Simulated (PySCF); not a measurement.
boroxine (B3H3O3), SMILES O1BOBOB1.

The structure is a stationary point at ωB97X-D3(BJ)/def2-SVP.

Computed with ωB97X-D3(BJ)/def2-SVP (PySCF).

Harmonic, unscaled wavenumbers; measured fundamentals usually lie a few per cent lower.

Modes within 1.5 cm⁻¹ of each other (mostly degenerate sets) share a row, with their intensities summed.

### Question
Give all harmonic wavenumbers and intensities. (Estimate from the structure and the level; the computed values follow.)

### Answer

```json
[
 {"mode": "1–2", "ν (cm⁻¹)": "211", "IR (km/mol)": "0.0", "moving atoms (share of kinetic energy)": "O 45 %, H 31 %, B 24 %"},
 {"mode": "3", "ν (cm⁻¹)": "390", "IR (km/mol)": "1.0", "moving atoms (share of kinetic energy)": "H 50 %, O 30 %, B 20 %"},
 {"mode": "4–5", "ν (cm⁻¹)": "539", "IR (km/mol)": "30.9", "moving atoms (share of kinetic energy)": "O 66 %, B 30 %"},
 {"mode": "6", "ν (cm⁻¹)": "820", "IR (km/mol)": "0.0", "moving atoms (share of kinetic energy)": "O 98 %"},
 {"mode": "7–8", "ν (cm⁻¹)": "924", "IR (km/mol)": "0.0", "moving atoms (share of kinetic energy)": "H 57 %, B 40 %"},
 {"mode": "9", "ν (cm⁻¹)": "928", "IR (km/mol)": "171.2", "moving atoms (share of kinetic energy)": "H 46 %, B 41 %, O 13 %"},
 {"mode": "10–11", "ν (cm⁻¹)": "1006", "IR (km/mol)": "6.9", "moving atoms (share of kinetic energy)": "H 66 %, B 28 %"},
 {"mode": "12", "ν (cm⁻¹)": "1014", "IR (km/mol)": "0.0", "moving atoms (share of kinetic energy)": "B 88 %, H 10 %"},
 {"mode": "13", "ν (cm⁻¹)": "1124", "IR (km/mol)": "0.0", "moving atoms (share of kinetic energy)": "H 76 %, B 24 %"},
 {"mode": "14", "ν (cm⁻¹)": "1199", "IR (km/mol)": "0.0", "moving atoms (share of kinetic energy)": "O 48 %, B 40 %, H 12 %"},
 {"mode": "15–16", "ν (cm⁻¹)": "1245", "IR (km/mol)": "89.4", "moving atoms (share of kinetic energy)": "O 39 %, B 32 %, H 29 %"},
 {"mode": "17–18", "ν (cm⁻¹)": "1446", "IR (km/mol)": "1687.5", "moving atoms (share of kinetic energy)": "B 62 %, O 31 %"},
 {"mode": "19–20", "ν (cm⁻¹)": "2694", "IR (km/mol)": "506.7", "moving atoms (share of kinetic energy)": "H 91 %, B 9 %"},
 {"mode": "21", "ν (cm⁻¹)": "2710", "IR (km/mol)": "0.0", "moving atoms (share of kinetic energy)": "H 90 %, B 10 %"}
]
```
